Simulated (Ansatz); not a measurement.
The same molecule with X = O, S, Se. Ansatz, PBE0-D4/def2-TZVP geometries, multiplicity 1. Each molecule was computed in one conformer, which needn't be the lowest.

Scalar relativity is left out up to krypton.

| X | molecule | mean X–Al bond length / Å | mean X–C bond length / Å | HOMO energy (ωB97M-V/def2-TZVPP) / eV | HOMO energy (PBE/def2-TZVPP) / eV | HOMO–LUMO gap (PBE0/def2-TZVPP) / eV |
| --- | --- | --- | --- | --- | --- | --- |
| O | `C[O][Al]([Cl])[Cl]` | 1.664 | 1.402 | -11.07 | -7.13 | 7.82 |
| Se | `C[Se][Al]([Cl])[Cl]` | 2.281 | 1.966 | -9.38 | -6.15 | 6.29 |

Problem. Give the row for X = S, `C[S][Al]([Cl])[Cl]`. (An estimate is asked.)

Solution. Ansatz gave: 
| X | molecule | mean X–Al bond length / Å | mean X–C bond length / Å | HOMO energy (ωB97M-V/def2-TZVPP) / eV | HOMO energy (PBE/def2-TZVPP) / eV | HOMO–LUMO gap (PBE0/def2-TZVPP) / eV |
| --- | --- | --- | --- | --- | --- | --- |
| S | `C[S][Al]([Cl])[Cl]` | 2.148 | 1.824 | -9.75 | -6.40 | 6.72 |

From O to Se the mean X–Al bond length rises at each step, by 0.617 Å in all; the mean X–C bond length rises at each step, by 0.564 Å in all; the HOMO energy (ωB97M-V/def2-TZVPP) rises at each step, by 1.69 eV in all; the HOMO energy (PBE/def2-TZVPP) rises at each step, by 0.98 eV in all; the HOMO–LUMO gap (PBE0/def2-TZVPP) falls at each step, by 1.53 eV in all. Bonds lengthen as the atom grows down the group.

Spin–orbit coupling is left out; it splits and shifts lone-pair levels of the heavy atoms by tenths of an eV.
